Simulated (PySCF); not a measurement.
How methods differ on the excitation energy of Te⁺

Te⁺ [Kr] 4d10 5s2 5p3 (4S) → Te⁺ [Kr] 4d10 5s1 5p4 (4P), as a difference of total energies. Computed with PySCF 2.14 in x2c-TZVPPall (8s6p4d2f, 60 functions), with scalar relativity by spin-free X2C-1e. Correlated levels: valence: [Kr] 4d10 frozen; valence and next inner shell: [Ar] 3d10 frozen. The calculations carry no spin-orbit coupling.

```csv
method,excitation energy (cm⁻¹)
UHF,75034
LDA,79295
PBE,78047
PBE0,77715
r2SCAN,75960
MN15,77388
BP86,77811
wB97M-V,77857
B97-3,78007
ROHF,75774
MP2 (valence),74806
SCS-MP2 (valence),74733
MP2 (valence and next inner shell),78230
SCS-MP2 (valence and next inner shell),77501
```

A first-order spin-orbit estimate (lowest level to lowest level, LS coupling) adds -0.282 eV.
